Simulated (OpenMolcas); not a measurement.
Er2+ among 8 point charges of -0.5 e arranged as a cube (Oh).

```
Program             : OpenMolcas 26.06
Method              : CASSCF
Basis               : ANO-RCC-VDZP [7s6p4d2f1g]
Scalar Hamiltonian  : DKH2, point nucleus
Active space        : 12 electrons in 7 orbitals (4f)
State averaging     : 2S+1 = 3 even, 21 roots; 2S+1 = 1 even, 27 roots kept (CI in the orbitals of an earlier block)
Spin-orbit coupling : RASSI with atomic mean-field integrals over the reference wave functions
```

All point charges move together. At R = 2.5 Å the width of the lowest J multiplet is 85 cm-1, and at R = 2.99 Å it is 34 cm-1.

Task: A third run gives 54 cm-1. What distance was it run at?

Result: With a power law R^-n the two known points give n = -ln(34 / 85) / ln(2.99 / 2.5) = 5.12. Then R = 2.5 × (85 / 54)^(1/5.12) = 2.732 Å. The run was at 2.73 Å, so the estimate is off by +0.002 Å.

This is an electrostatic model: the charges have no orbitals. A group larger than the point group allows holds several states that coincide in this model. No measured value stands beside these numbers.
